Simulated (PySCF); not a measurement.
Eu⁺ (europium, charge +1) across methods

[Xe] 4f8, high-spin 7F determinant (an excited configuration). Computed with PySCF 2.14 in x2c-TZVPPall, with the spin-free X2C one-electron Hamiltonian (Gaussian nucleus).

```
method   E (hartree)  mean ε 5p β (eV)  mean ε 4f α (eV)  mean ε 4f β (eV)  Σ⟨r²⟩ (bohr²)    ⟨S²⟩
   UHF  -10839.03622           -28.274           -11.207            -4.191          44.65  12.020
   PBE     -10842.93           -23.676            -2.903             0.799          45.80  12.007
  PBE0     -10842.83           -25.152            -5.080            -0.755          45.22  12.009
```

Question: Estimate the same row for r2SCAN.

Answer: E (hartree) = -10843.22; mean ε 5p β (eV) = -25.036; mean ε 4f α (eV) = -3.971; mean ε 4f β (eV) = 0.017; Σ⟨r²⟩ (bohr²) = 49.35; ⟨S²⟩ = 12.009.

Spin-orbit coupling, absent here, splits the open shell strongly.

The highest occupied level is positive at PBE, r2SCAN: only the finite basis holds that electron, which in a density functional comes from self-interaction.
